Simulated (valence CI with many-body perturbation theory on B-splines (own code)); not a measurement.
## Energy levels of Cd XVII

Level of theory: relativistic CI+MBPT: four valence electrons over a frozen Dirac-Fock core [Ar] 3d10, a basis of 11 s, 11 p, 10 d, 8 f, 5 g, 2 h functions for each j, with the one-electron correlation potential Σ1 (screened to all orders), the two-electron term Σ2, the three-electron term Σ3, Breit, model QED; selected single and double excitations, second order for the rest, scaled by the run's own slope (own B-spline code, finite nucleus).

No measured spectrum was set against this ion. As an estimate, levels hold to about 250 cm⁻¹ or 0.2 % of their energy and the worst to 1 %, as in measured heavy ions of charge 2 to 7; those with d or f electrons hold less well. Among the levels kept, up to 480 cm⁻¹ of a level comes from second order outside the variational space, and about a tenth of that is noise between levels of different J, which matters for small intervals.

Levels 46 to 90 of 184, with energies above the lowest level, 4s²4p² ³P_0. "Leading %" is the weight of the configuration and term that name the level; weights of strongly mixed levels are sums over their largest components and can fall short, so below about 35 % the name and the second component can differ from the true leading terms, or belong to a minority configuration. In the jj column 3d3/2^4 stands for four electrons in 3d with j = 3/2. Lifetimes count E1, E2, E3, M1 and M2 decay at the calculated energies, and are blank where another channel may lead or the interval is too uncertain; long ones can be off by a factor of two.

```csv
No.,Configuration,Term,J,E (eV),Leading %,Leading jj,Lifetime,Second component
46,4s4p²4d,⁵P,3,119.51,55,4s 4p1/2 4p3/2 4d5/2 (47 %),7.71 ps,24 % 4s4p²4d ⁵D
47,4s4p²4d,⁵P,2,120.26,77,4s 4p1/2 4p3/2 4d3/2 (50 %),5.70 ps,7 % 4s4p²4d ³P
48,4s4p²4d,⁵P,1,120.71,78,4s 4p1/2 4p3/2 4d3/2 (60 %),5.71 ps,10 % 4s4p²4d ³P
49,4s4p²4d,³F,4,121.76,46,4s 4p3/2^2 4d5/2 (59 %),158 ps,25 % 4s4p²4d ⁵D
50,4s4p²4d,³P,1,121.87,47,4s 4p1/2 4p3/2 4d5/2 (38 %),9.34 ps,17 % 4s4p²4d ³D
51,4s4p²4d,³G,3,122.21,74,4s 4p1/2 4p3/2 4d3/2 (80 %),68.1 ps,15 % 4s4p²4d ¹F
52,4s4p²4d,³F,2,123.41,45,4s 4p1/2 4p3/2 4d3/2 (29 %),13.4 ps,18 % 4s4p²4d ³D
53,4s4p²4d,³G,4,124.19,72,4s 4p1/2 4p3/2 4d5/2 (58 %),66.1 ps,17 % 4s4p²4d ³F
54,4s4p²4d,³P,0,125.73,67,4s 4p3/2^2 4d5/2 (40 %),10.4 ps,13 % 4p⁴ ³P
55,4s4p²4d,³D,3,125.91,47,4s 4p1/2 4p3/2 4d5/2 (62 %),16.7 ps,30 % 4s4p²4d ¹F
56,4s4p²4d,³D,1,126.42,59,4s 4p1/2 4p3/2 4d5/2 (34 %),16.7 ps,23 % 4s4p²4d ³P
57,4s4p²4d,³G,5,126.59,82,4s 4p3/2^2 4d5/2 (68 %),131 ps,14 % 4s4p²4d ⁵F
58,4s4p²4d,³D,3,127.01,41,4s 4p1/2 4p3/2 4d5/2 (53 %),7.99 ps,16 % 4s4p²4d ¹F
59,4s4p²4d,¹G,4,127.15,62,4s 4p1/2 4p3/2 4d5/2 (51 %),39.6 ps,25 % 4s4p²4d ³F
60,4s4p²4d,³D,1,127.64,71,4s 4p1/2 4p3/2 4d3/2 (76 %),9.23 ps,13 % 4s4p²4d ¹P
61,4s4p²4d,³D,2,128.49,56,4s 4p3/2^2 4d3/2 (49 %),7.75 ps,13 % 4s4p²4d ³F
62,4s4p²4d,³D,1,128.87,72,4s 4p1/2 4p3/2 4d5/2 (36 %),6.79 ps,10 % 4s4p²4d ¹P
63,4s4p²4d,³F,3,129.54,48,4s 4p1/2 4p3/2 4d5/2 (53 %),10.2 ps,29 % 4s4p²4d ³D
64,4s4p²4d,³P,0,129.57,89,4s 4p1/2 4p3/2 4d5/2 (44 %),6.88 ps,7 % 4s²4d² ³P
65,4s4p²4d,³D,2,129.68,68,4s 4p1/2 4p3/2 4d5/2 (46 %),8.70 ps,15 % 4s4p²4d ³F
66,4s4p²4d,³F,2,130.35,45,4s 4p1/2 4p3/2 4d3/2 (37 %),5.68 ps,27 % 4s4p²4d ³D
67,4s4p²4d,³P,1,130.49,54,4s 4p1/2 4p3/2 4d5/2 (80 %),8.02 ps,26 % 4s4p²4d ³S
68,4s4p²4d,³F,3,130.90,39,4s 4p3/2^2 4d3/2 (28 %),4.75 ps,28 % 4s4p²4d ³D
69,4s4p²4d,³D,2,131.17,48,4s 4p1/2 4p3/2 4d5/2 (47 %),7.56 ps,11 % 4s4p²4d ³F
70,4s4p²4d,³P,1,132.66,30,4s 4p3/2^2 4d3/2 (42 %),6.81 ps,19 % 4s4p²4d ³S
71,4s4p²4d,³P,2,132.99,50,4s 4p3/2^2 4d5/2 (23 %),6.40 ps,12 % 4s4p²4d ³D
72,4s4p²4d,³F,4,133.38,76,4s 4p3/2^2 4d3/2 (61 %),4.39 ps,9 % 4s4p²4d ¹G
73,4s4p²4d,³D,3,134.08,56,4s 4p3/2^2 4d5/2 (72 %),18.5 ps,10 % 4s4p²4d ³F
74,4s4p²4d,³S,1,135.06,41,4s 4p3/2^2 4d5/2 (67 %),8.77 ps,32 % 4s4p²4d ¹P
75,4s4p²4d,³F,4,136.02,76,4s 4p3/2^2 4d5/2 (77 %),21.7 ps,7 % 4s4p²4d ¹G
76,4s4p²4d,³D,3,137.05,67,4s 4p3/2^2 4d5/2 (69 %),9.21 ps,18 % 4s4p²4d ³F
77,4s4p²4d,¹D,2,137.38,39,4s 4p3/2^2 4d5/2 (39 %),5.85 ps,10 % 4s4p²4d ³P
78,4s4p²4d,¹S,0,137.96,50,4s 4p1/2 4p3/2 4d3/2 (35 %),4.78 ps,28 % 4s4p²4d ³P
79,4s4p²4d,³D,3,138.53,60,4s 4p3/2^2 4d5/2 (52 %),6.95 ps,18 % 4s4p²4d ³F
80,4s4p²4d,³D,2,138.89,61,4s 4p3/2^2 4d3/2 (48 %),5.37 ps,19 % 4s4p²4d ³F
81,4s4p²4d,³D,1,138.99,83,4s 4p3/2^2 4d3/2 (70 %),5.70 ps,10 % 4s²4p4f ³D
82,4s4p²4d,¹P,1,140.16,47,4s 4p1/2 4p3/2 4d3/2 (37 %),4.09 ps,32 % 4s4p²4d ³P
83,4s4p²4d,¹D,2,140.47,69,4s 4p3/2^2 4d5/2 (65 %),16.5 ps,14 % 4s4p²4d ³D
84,4s4p²4d,³P,2,141.89,52,4s 4p3/2^2 4d3/2 (31 %),4.01 ps,17 % 4s4p²4d ¹D
85,4s4p²4d,¹F,3,142.80,52,4s 4p3/2^2 4d3/2 (28 %),4.42 ps,27 % 4s²4p4f ¹F
86,4s4p²4d,³P,1,145.45,53,4s 4p3/2^2 4d5/2 (57 %),3.86 ps,39 % 4s4p²4d ¹P
87,4s4p²4d,³P,0,145.47,62,4s 4p3/2^2 4d3/2 (57 %),3.49 ps,17 % 4s4p²4d ¹S
88,4s4p²4d,¹D,2,147.98,35,4s 4p3/2^2 4d5/2 (38 %),4.61 ps,14 % 4s²4p4f ¹D
89,4s²4p4f,¹G,4,148.27,27,4s^2 4p1/2 4f7/2 (70 %),14.1 ps,27 % 4s²4p4f ³G
90,4s²4p4f,³G,3,148.72,45,4s^2 4p1/2 4f5/2 (48 %),7.09 ps,29 % 4s²4p4f ³F
```

Names give the largest LS component (configuration and term), which can be under half, so a name can repeat, a term be missing and a line seem to break the LS rules; names also repeat where a configuration has a term twice.
